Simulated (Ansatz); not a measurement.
Geometry optimisation, Ansatz 0.2.0, RKS revPBE-D4/def2-SVP.

Input:

```yaml
crystal:
  periodic: [false, false, false]
  atoms:
    - { symbol: Sn, position_ang: [-1.1916, -0.898, -0.0324] }
    - { symbol: Cl, position_ang: [1.537, -1.003, 0.663] }
    - { symbol: H, position_ang: [-0.7613, -2.2784, -0.9506] }
    - { symbol: H, position_ang: [-1.3265, -0.9275, 1.6669] }
    - { symbol: H, position_ang: [-2.538, -0.1294, -0.7354] }
    - { symbol: H, position_ang: [0.748, 1.6298, -0.4066] }
    - { symbol: F, position_ang: [-0.2993, 1.1421, -0.7136] }
    - { symbol: H, position_ang: [1.9932, 0.6701, 0.4453] }
    - { symbol: F, position_ang: [1.8384, 1.7944, 0.0632] }
basis:
  gaussian: { orbitals: def2-SVP }
hamiltonian:
  xc: revpbe
  dispersion: d4
relax:
  f_tol: 0.15
  max_steps: 25
  restrain:
    - { distance: [0, 6], at: 1.96, k: 30.0 }
    - { distance: [5, 8], at: 0.88, k: 30.0 }
    - { distance: [7, 1], at: 1.33, k: 30.0 }
    - { distance: [0, 1], at: 3.71, k: 30.0 }
    - { distance: [5, 6], at: 2.18, k: 30.0 }
    - { distance: [7, 8], at: 2.18, k: 30.0 }
output:
  orbitals: {}
```

Command:

```bash
$ ansatz run input.yaml --threads 2 --pin off --max-ram 3072MiB --backend cpu --events-out ev --progress --plain --runs-dir out
```

Task: Where does it end, and by what steps?

Result: It converged. The restraints hold the end off the free minimum. After 6 steps the energy has fallen by 0.304 eV (the restraints' own energy left out); H5 moved furthest, 0.66 Å. Joined: Cl2–H8 (1.75 → 1.32 Å), H6–F9 (1.20 → 0.92 Å).

```json
{"step": "0", "energy less start (eV)": "0.0000", "largest force component (eV/Å)": "1.315", "accepted": "yes"}
{"step": "1", "energy less start (eV)": "0.1004", "largest force component (eV/Å)": "2.827", "accepted": "yes"}
{"step": "2", "energy less start (eV)": "0.3178", "largest force component (eV/Å)": "5.334", "accepted": "yes"}
{"step": "3", "energy less start (eV)": "0.1223", "largest force component (eV/Å)": "2.089", "accepted": "yes"}
{"step": "4", "energy less start (eV)": "-0.1400", "largest force component (eV/Å)": "1.289", "accepted": "yes"}
{"step": "5", "energy less start (eV)": "-0.2823", "largest force component (eV/Å)": "1.167", "accepted": "yes"}
{"step": "6", "energy less start (eV)": "-0.3043", "largest force component (eV/Å)": "1.334", "accepted": "yes"}
```

```xyz
9
Properties=species:S:1:pos:R:3
Sn -1.515 -0.812 -0.162
Cl 2.042 -1.100 0.849
H -0.803 -2.146 -0.981
H -1.389 -0.816 1.554
H -3.112 -0.447 -0.717
H 1.174 2.073 -0.378
F -0.528 0.787 -0.764
H 2.150 0.186 0.585
F 1.979 2.275 0.015
```

Time of the run: 13 s on 2 threads of Arm Neoverse V1, on a shared host, peak memory 0.14 GiB.
